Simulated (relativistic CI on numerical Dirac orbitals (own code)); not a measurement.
## Zr³⁺: resonant inelastic scattering at the L2,3 edge

Computed with this model: Dirac-Coulomb-Breit CI, KLI orbitals optimised for each configuration, model QED, valence Slater integrals scaled by 0.7, Kramers-Heisenberg scattering through one core-hole configuration in a parametric crystal field; configurations [Kr] 4d → [He] 2s2 2p5 3s2 3p6 3d10 4s2 4p6 4d2; 300 K; core-hole width 1.6 eV; summed over polarisations. Incident energies are the highest absorption maxima for each field (at most a few, so the weaker spin-orbit partner edge can be absent), on the computed scale of the free ion. Intensities are in per cent of the strongest line above 0.02 eV; levels within 1 cm⁻¹ are merged; final levels count from the ground level, the first row holds all elastic scattering, lines under 0.4 are left out and each table stops after 24 rows. The scale of the Slater integrals is a model choice and moves the terms in proportion.

Field parameters in Wybourne normalisation: D4h B²₀ = −7Ds, B⁴₀ = 21(Dq − Dt), B⁴₄ = 21√(5/14) Dq; Oh B⁴₀ = 21Dq, B⁴₄ = √(5/14) B⁴₀. The field is a parameter set, without covalency.

S is read from ⟨S²⟩ = S(S + 1).

Oh, 10Dq = 27500 cm⁻¹:

| Final level (eV) | Degeneracy | Irrep | S | 2225.8 eV | 2229.2 eV | 2309.8 eV |
| --- | --- | --- | --- | --- | --- | --- |
| 0.000 | 4 | Γ8 | 0.50 | 644.2 | 806.9 | 202.5 |
| 0.084 | 2 | Γ7 | 0.50 | 66.7 | 26.2 | 11.2 |
| 3.440 | 4 | Γ8 | 0.50 | 6.0 | 100.0 | 3.9 |

D4h, 10Dq = 23150, Ds = 2660, Dt = 190 cm⁻¹:

```
Final level (eV)  Degeneracy  Irrep     S  2226.1 eV  2228.2 eV  2228.7 eV
           0.000           2     Γ6  0.50     1139.0     1091.7     1180.3
           0.055           2     Γ7  0.50       54.5       42.7       43.3
           0.902           2     Γ7  0.50       57.6       21.7       16.3
           2.336           2     Γ6  0.50       19.0      100.0       71.9
           3.773           2     Γ7  0.50        3.6       34.6       54.1
```

For the first field the strongest loss at the lowest incident energy is the level at 0.08 eV (S = 0.50, against 0.50 in the thermal ground state).
